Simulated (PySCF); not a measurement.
Run record: excited-state job, `BrC1=COC=CNO1`.

Computed with TDDFT CAM-B3LYP/def2-SVPD, vertical, gas phase, core orbitals frozen in the response (PySCF 2.14.0, density-fitted response routines). Geometry: GFN2-xTB. The command runs a driver script over a list of jobs; the input below is this job's line of settings and its coordinates in Å.

Command:
```bash
OMP_NUM_THREADS=1 python probes_run.py task.json out
```

Input:
```
{"job": {"kind": "uv", "xc": "CAM-B3LYP", "basis": "def2-SVPD", "nstates": 8, "ntriplets": 3}, "charge": 0, "multiplicity": 1}
Br     3.109721     1.368146     0.256480
C      1.422704     0.530487    -0.031708
C      1.349427    -0.803195     0.083881
O      0.276636    -1.607113    -0.023941
C     -1.000568    -1.163359    -0.102048
C     -1.499544     0.079142    -0.039197
N     -0.818137     1.247559     0.255806
O      0.478172     1.426513    -0.345978
H      2.244042    -1.368556     0.297030
H     -1.667303    -1.998687    -0.249894
H     -2.566659     0.197327    -0.139936
H     -1.327293     2.091050     0.013479
```

Output:
```
coarse grid: 53424 points
cycle   1  E = -2933.3852343091  dE =  6.372e-01  |g| = 6.434e-01  |ddm| = 6.291e+00
cycle   2  E = -2933.3492223403  dE =  3.601e-02  |g| = 8.078e-01  |ddm| = 2.142e+00
cycle   3  E = -2933.4691553939  dE = -1.199e-01  |g| = 1.048e-01  |ddm| = 1.152e+00
cycle   4  E = -2933.4710067166  dE = -1.851e-03  |g| = 4.526e-02  |ddm| = 1.827e-01
cycle   5  E = -2933.4714457808  dE = -4.391e-04  |g| = 1.601e-02  |ddm| = 7.889e-02
cycle   6  E = -2933.4715014882  dE = -5.571e-05  |g| = 4.595e-03  |ddm| = 3.121e-02
cycle   7  E = -2933.4715064239  dE = -4.936e-06  |g| = 1.402e-03  |ddm| = 1.107e-02
final grid: 112808 points
cycle   8  E = -2933.4714628046  dE = -9.050e-08  |g| = 1.816e-03  |ddm| = 6.892e-03
cycle   9  E = -2933.4714620954  dE =  7.092e-07  |g| = 2.609e-03  |ddm| = 6.996e-03
cycle  10  E = -2933.4714635460  dE = -1.451e-06  |g| = 1.896e-04  |ddm| = 3.972e-03
cycle  11  E = -2933.4714635559  dE = -9.832e-09  |g| = 7.020e-05  |ddm| = 3.354e-04
cycle  12  E = -2933.4714635593  dE = -3.399e-09  |g| = 3.588e-05  |ddm| = 3.309e-04
cycle  13  E = -2933.4714635596  dE = -3.738e-10  |g| = 1.021e-05  |ddm| = 9.170e-05
converged SCF energy = -2933.4714635596

Static polarisability (au): isotropic 85.191, principal 55.639 86.891 113.043

Singlet excitations
state   eV       nm        f      main configurations
  1   4.7311    262.1   0.01702   H->L 0.73, H-1->L 0.13
  2   5.2734    235.1   0.01701   H->L+1 0.76
  3   5.3786    230.5   0.00511   H-1->L 0.56, H->L+3 0.14, H->L 0.11
  4   5.7695    214.9   0.00124   H-1->L+1 0.37, H->L+2 0.25, H-1->L+3 0.18
  5   5.8469    212.1   0.10487   H->L+2 0.56, H-1->L+1 0.27
  6   6.2499    198.4   0.03743   H->L+3 0.39, H-2->L 0.23, H-1->L 0.11
  7   6.4310    192.8   0.00458   H-2->L 0.51, H->L+3 0.12
  8   6.5153    190.3   0.02064   H->L+4 0.35, H-1->L+3 0.17, H-3->L 0.13

Triplet excitations (Tamm-Dancoff, eV): 3.8312 3.9503 4.5402
```

The SCF starts on a coarse grid where the log names one; the energy can jump when the final grid takes over, and dE then counts from the start density on the new grid. H and L stand for HOMO and LUMO; the number after each pair is its weight.

Problem. How does the lowest singlet excitation compare with the HOMO–LUMO gap?

Solution. HOMO -7.59 eV and LUMO 0.45 eV give a gap of 8.04 eV; S1 at 4.73 eV lies 3.31 eV below it.

Problem. Which computed singlet has the largest oscillator strength, and what do all of them sum to?

Solution. State 5 at 5.85 eV (212 nm), f = 0.105; the 8 states sum to 0.208.

Summary of the converged run: HOMO -7.59 eV, LUMO 0.45 eV; lowest singlet 4.73 eV; lowest triplet 3.83 eV (Tamm–Dancoff); mean polarisability 85.2 au.

 Relativistic effects, spin–orbit coupling among them, are left out although an element past zinc is present.

Problem. How long does this job take on one thread, Arm Neoverse V2 (aarch64), no GPU (shared host)? And the peak memory of the process?

Solution. About 59 s, with 1.0 GiB resident at the peak, the Python interpreter and its libraries included.
Labels such as C1 count atoms from 1, the log's own numbers from 0.
